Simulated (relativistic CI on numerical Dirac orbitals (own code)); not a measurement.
**Br20+: computed level list**

These numbers are calculated, not measured: Dirac-Coulomb-Breit CI, separate exchange-only KLI orbitals for each configuration, model QED (radiative potential, 1s self-energy scaled to tabulated hydrogen-like ionisation energies), unscaled Slater integrals (own radial code, finite nucleus).

Configurations in the expansion (outside the closed core [Ne]): 3s²3p³, 3s3p⁴, 3s²3p²3d, 3p⁵, 3s3p³3d, 3p⁴3d, 3s3p²3d², 3s²3p3d4p, 3p⁴4s, 3s²3p²4s, 3p⁴4p, 3s3p²3d4s, 3s²3p²4p, 3s²3p3d², 3s²3d³, 3s3p3d³, 3s²3d²4s, 3s²3d²4p, 3p³3d², 3p²3d³, 3p²3d²4s, 3p²3d²4p, 3s²3p3d4s, 3s3p3d²4s, 3s²3d4s², 3s²3d4s4p. Double excitations out of closed p, d and f shells are left out; levels of such configurations are missing from the list, as are those of other unlisted configurations, and high levels can miss mixing partners.

The lowest level is 3s²3p³ ⁴S°3/2, with 73 % of that term; Hund's rules for 3s²3p³ give ⁴S° with J = 3/2, in agreement.

```
No.  Configuration  Term    J  E (cm⁻¹)   %  Next component (%)  Landé g         jj configuration (%)
  1         3s²3p³   ⁴S°  3/2         0  73              18 ²P°    1.799                   3p3/2 (70)
  2         3s²3p³   ²D°  3/2     73062  66              18 ⁴S°    1.091           3p1/2 3p3/2^2 (73)
  3         3s²3p³   ²D°  5/2     99742  97       2 3s3p³3d ²D°    1.198           3p1/2 3p3/2^2 (97)
  4         3s²3p³   ²P°  1/2    144389  97      1 3s²3p3d² ²P°    0.663           3p1/2 3p3/2^2 (97)
  5         3s²3p³   ²P°  3/2    197272  65              25 ²D°    1.240                 3p3/2^3 (91)
  6          3s3p⁴    ⁴P  5/2    484136  83       9 3s²3p²3d ⁴P    1.571              3s 3p3/2^2 (78)
  7          3s3p⁴    ⁴P  3/2    529250  81      10 3s²3p²3d ⁴P    1.672        3s 3p1/2 3p3/2^3 (60)
  8          3s3p⁴    ⁴P  1/2    541215  79      10 3s²3p²3d ⁴P    2.599              3s 3p3/2^2 (44)
  9          3s3p⁴    ²D  3/2    605547  58      19 3s²3p²3d ²D    0.921        3s 3p1/2 3p3/2^3 (42)
 10          3s3p⁴    ²D  5/2    625817  70      21 3s²3p²3d ²D    1.224        3s 3p1/2 3p3/2^3 (68)
 11       3s²3p²3d    ²P  3/2    682728  42         22 3s3p⁴ ²P    1.147        3s 3p1/2 3p3/2^3 (34)
 12          3s3p⁴    ²S  1/2    693478  30               27 ²P    1.211              3s 3p3/2^2 (29)
 13       3s²3p²3d    ⁴F  3/2    698506  71         10 3s3p⁴ ²P    0.619           3p1/2^2 3d3/2 (37)
 14       3s²3p²3d    ⁴F  5/2    714714  66               21 ⁴D    1.113           3p1/2^2 3d5/2 (50)
 15       3s²3p²3d    ²F  5/2    741672  69               16 ⁴F    0.949       3p1/2 3p3/2 3d3/2 (80)
 16       3s²3p²3d    ⁴F  7/2    747817  84               10 ⁴D    1.246       3p1/2 3p3/2 3d5/2 (70)
 17       3s²3p²3d    ⁴D  1/2    748727  54         24 3s3p⁴ ²S    0.752       3p1/2 3p3/2 3d3/2 (58)
 18       3s²3p²3d    ²F  7/2    761403  51               40 ⁴D    1.246       3p1/2 3p3/2 3d5/2 (51)
 19       3s²3p²3d    ⁴D  3/2    766098  78               10 ⁴F    1.125       3p1/2 3p3/2 3d3/2 (45)
 20       3s²3p²3d    ⁴F  9/2    775595  82               16 ²G    1.296       3p1/2 3p3/2 3d5/2 (72)
 21       3s²3p²3d    ⁴D  1/2    778273  36               20 ²P    0.770           3p3/2^2 3d5/2 (39)
 22       3s²3p²3d    ⁴D  5/2    786478  54               25 ²F    1.205       3p1/2 3p3/2 3d5/2 (60)
 23       3s²3p²3d    ⁴D  7/2    830108  40               25 ²F    1.213           3p3/2^2 3d5/2 (55)
 24          3s3p⁴    ²P  3/2    850906  44      31 3s²3p²3d ²P    1.227       3p1/2 3p3/2 3d5/2 (31)
 25       3s²3p²3d    ²G  7/2    857555  65               25 ²F    0.994           3p3/2^2 3d5/2 (42)
 26       3s²3p²3d    ⁴P  5/2    862216  71                9 ²D    1.529       3p1/2 3p3/2 3d5/2 (43)
 27       3s²3p²3d    ⁴P  3/2    875151  58               17 ²P    1.534       3p1/2 3p3/2 3d3/2 (41)
 28       3s²3p²3d    ²G  9/2    878050  82               16 ⁴F    1.145           3p3/2^2 3d5/2 (72)
 29       3s²3p²3d    ⁴P  1/2    880992  59               13 ²P    2.240       3p1/2 3p3/2 3d3/2 (68)
 30       3s²3p²3d    ²D  3/2    896905  68               14 ⁴P    0.989       3p1/2 3p3/2 3d5/2 (43)
 31       3s²3p²3d    ²P  1/2    915056  38         37 3s3p⁴ ²P    1.034           3p3/2^2 3d3/2 (43)
 32       3s²3p²3d    ²D  5/2    930874  74         10 3s3p⁴ ²D    1.177       3p1/2 3p3/2 3d5/2 (33)
 33       3s²3p²3d    ²D  3/2    951088  64         16 3s3p⁴ ²D    0.921           3p3/2^2 3d3/2 (49)
 34       3s²3p²3d    ²D  5/2    958455  46               41 ²F    1.075           3p3/2^2 3d5/2 (35)
 35       3s²3p²3d    ²P  1/2    959794  76               14 ²S    0.899       3p1/2 3p3/2 3d5/2 (73)
 36       3s²3p²3d    ²D  5/2    970299  70               17 ²F    1.152           3p3/2^2 3d5/2 (50)
 37       3s²3p²3d    ²F  7/2    992162  93                3 ²G    1.134           3p3/2^2 3d3/2 (52)
 38       3s²3p²3d    ²P  3/2   1004498  73               13 ²D    1.257           3p3/2^2 3d5/2 (51)
 39       3s²3p²3d    ²S  1/2   1009769  53         14 3s3p⁴ ²S    1.819           3p3/2^2 3d5/2 (31)
 40       3s²3p²3d    ²D  3/2   1046387  90                4 ²P    0.835           3p3/2^2 3d3/2 (48)
 41       3s²3p²3d    ²D  5/2   1050336  62               30 ²F    1.104           3p3/2^2 3d5/2 (69)
 42        3s3p³3d   ⁶D°  1/2   1089020  94               5 ⁴P°    3.281  3s 3p1/2 3p3/2^2 3d3/2 (47)
 43        3s3p³3d   ⁶D°  3/2   1090358  93               3 ⁴P°    1.834  3s 3p1/2 3p3/2^2 3d3/2 (41)
 44        3s3p³3d   ⁶D°  5/2   1092073  91               5 ⁴D°    1.626          3s 3p3/2 3d3/2 (34)
 45        3s3p³3d   ⁶D°  7/2   1094843  89               6 ⁴D°    1.560          3s 3p3/2 3d5/2 (25)
```

Energies count from the lowest computed level; ° marks odd parity. Filled j subshells are mostly left out of the jj labels.

The mean weight of the leading LS term, summed over parents, in these 45 levels is 68 %, and that of the leading jj configuration (from the same eigenvectors) 54 %, so LS coupling describes them better.

At this charge energies of transitions that change n are usually good to better than 1 %, and those within a shell (Δn = 0) to a few per cent.

LS names give the leading component of a level, which can be under half, so a name can repeat, a term be missing and a line seem to break the LS rules.
